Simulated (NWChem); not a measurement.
Molecule: C2H5F3Si; SMILES C[C@@H](F)[SiH](F)F

All runs: NWChem. All runs use the structure optimised with PBE0/def2-SVP. Level: PBE0/def2-SVP with SMD, gas-phase geometry; reactions with the solvents are ignored. One conformer.

```csv
SMD term (kcal/mol),water,toluene
distortion of the solute's density,0.93,0.26
polarisation,-6.36,-3.24
"cavity, dispersion and structure",4.19,-0.32
```

Sum the solvation free energies, find the transfer free energy from water to toluene and the partition coefficient at 298.15 K.


1. ΔG(solv, water) = -1.24 kcal/mol and ΔG(solv, toluene) = -3.30 kcal/mol (1 M gas to 1 M solution).
2. Transfer: -3.30 − (-1.24) = -2.06 kcal/mol.
3. log₁₀ K(toluene/water) = −ΔG/(RT ln 10) = 2.06/1.364 = 1.5, so the model puts more of the solute in toluene.
4. Of the transfer energy, 2.45 kcal/mol is electrostatic and -4.51 comes from the non-electrostatic term. The two phases are taken as the pure solvents.
